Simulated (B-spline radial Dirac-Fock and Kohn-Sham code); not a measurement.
Run log: La⁶⁺

ΔSCF core binding energies without Breit or QED terms, calculated with a radial atomic solver. Keys: rel is the Hamiltonian (dirac, or spin-free x2c and nr, where L3 and M5 stand for the whole 2p and 3d shells), method is hf or an exchange,correlation pair (spin-unpolarised, also for the hole states), nuc the nuclear model, radius_factor scales its radius, rmax is the box in bohr, h the logarithmic mesh step, order the B-spline order, points the quadrature points per cell, c_factor scales the speed of light, and damp, ndamp, maxit and tol steer the iteration. The run stops when the commutator error falls below 10·tol·max(1, Z/10), or the numerical noise floor, and the energy has settled to about 1e-8 Ha; the virial ratio is −V/T.

Input (task.json):

```json
{"items": [{"Z": 57, "q": 6, "cfg": [[1, 0, 2], [2, 0, 2], [2, 1, 6], [3, 0, 2], [3, 1, 6], [3, 2, 10], [4, 0, 2], [4, 1, 6], [4, 2, 10], [5, 0, 2], [5, 1, 3]], "A": 139, "rrms": 4.855, "do": "settings", "holes": ["K", "L3", "M5"],
  "settings": [{"rel": "dirac", "method": "hf", "nuc": "fermi", "radius_factor": 1.0, "rmax": 45.0, "h": 0.3, "order": 8, "points": 4, "c_factor": 1.0, "maxit": 96, "damp": 0.5, "ndamp": 3, "tol": 1e-08}]}]}
```

Command: `python xray2_run.py task.json out`

Ground-state iterations:

```
iter   energy (Ha)        error
   1    -8460.29170301  1.95e+00
   2    -8480.60912231  6.91e-01
   3    -8485.08046130  2.12e-01
   4    -8485.49938522  6.86e-02
   5    -8485.53974612  2.42e-02
   6    -8485.54610965  1.63e-03
   7    -8485.54614093  5.16e-04
   8    -8485.54614248  3.51e-05
   9    -8485.54614248  1.33e-06
  10    -8485.54614248  7.77e-08
```

The ground state converged in 10 iterations, with total energy -8485.54614 Ha, virial ratio 1.93446 and highest orbital energy -88.09 eV. ΔSCF binding energies: K (1s) 39158.8 eV, L3 (2p3/2) 5582.1 eV, M5 (3d5/2) 920.4 eV.

One setting is outside the advised range (too few quadrature points), but here it does no visible harm: the result matches the run with default settings.
